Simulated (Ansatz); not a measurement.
AlClBr2, SMILES [Br][Al]([Cl])[Br].

Geometry: r2SCAN-D4/def2-SVP. The structure was generated by enumeration; whether it is a known compound was not checked.

Two levels are set side by side: PBE/def2-SVPD (Ansatz, a program for electronic structure) and CAM-B3LYP/def2-SVPD (Ansatz). Energy differences of separate SCF runs at the same geometry; the states with an electron removed or added have multiplicity 2 and 2. Differences are taken from unrounded values.

```json
[
 {"quantity": "vertical ionisation energy (eV)", "CAM-B3LYP": "11.09", "PBE": "10.28", "PBE minus CAM-B3LYP": "-0.81"},
 {"quantity": "vertical singlet–triplet gap (eV)", "CAM-B3LYP": "5.96", "PBE": "5.03", "PBE minus CAM-B3LYP": "-0.93"}
]
```
